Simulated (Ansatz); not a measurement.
One change: `F[SiH2][NH][AlH2]` becomes `[AlH2][NH][SiH2]Cl`.

Ansatz, PBE0-D4/def2-TZVP geometries, multiplicity 1. Each molecule was computed in one conformer, which needn't be the lowest.

```tsv
property	`F[SiH2][NH][AlH2]`
HOMO energy (ωB97M-V/def2-TZVPP) / eV	-10.82
HOMO–LUMO gap (B3LYP/def2-TZVPP) / eV	6.85
LUMO energy (PBE0/def2-TZVPP) / eV	-1.14
HOMO energy (PBE/def2-TZVPP) / eV	-7.12
HOMO energy (B3LYP/def2-TZVPP) / eV	-8.20
size of the dipole moment (B3LYP/def2-TZVPP) / D	1.74
```

Give the same properties after the change, and the shifts. (Best estimate.)

The calculation gave: 
```
                                        property  `[AlH2][NH][SiH2]Cl`  shift
           HOMO energy (ωB97M-V/def2-TZVPP) / eV                -10.60   0.22
           HOMO–LUMO gap (B3LYP/def2-TZVPP) / eV                  6.66  -0.19
              LUMO energy (PBE0/def2-TZVPP) / eV                 -1.17  -0.03
               HOMO energy (PBE/def2-TZVPP) / eV                 -6.98   0.14
             HOMO energy (B3LYP/def2-TZVPP) / eV                 -8.03   0.17
size of the dipole moment (B3LYP/def2-TZVPP) / D                  1.83   0.09
```

Dipoles are sizes alone; their direction can turn.

B3LYP here is the variant with VWN-RPA as its local correlation; programs differ in this.
